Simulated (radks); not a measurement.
Question: The mean radii <r> (bohr) of the occupied orbitals of an atom or ion are listed with their occupations. All-electron calculation, scalar-relativistic Kohn-Sham, r2SCAN, spin-polarised, spherical densities, finite nucleus; meta-GGA in the generalised Kohn-Sham scheme; Fermi nuclear charge, rms radius of each element as measured or else 0.836 A^(1/3) + 0.57 fm. Program: a radial shooting solver on a logarithmic mesh with Libxc functionals.

orbital  occ.      <r>
1s          2  0.02556
2s          2   0.1078
2p          6  0.09425
3s          2   0.2596

Name the element and its charge. Open shells, if any, are filled with parallel spins first.

Answer: Z = 56, barium, charge +44: Ba44+ in [Ne] 3s2. The 1s radius gives Z: for a bare nucleus <r> = (2 gamma + 1)/(2Z) with gamma = sqrt(1 - (Z/c)^2), 0.02523 bohr for Z = 56, and screening makes it slightly larger (0.02556 here). The occupations add up to 12, and the charge is Z minus that.
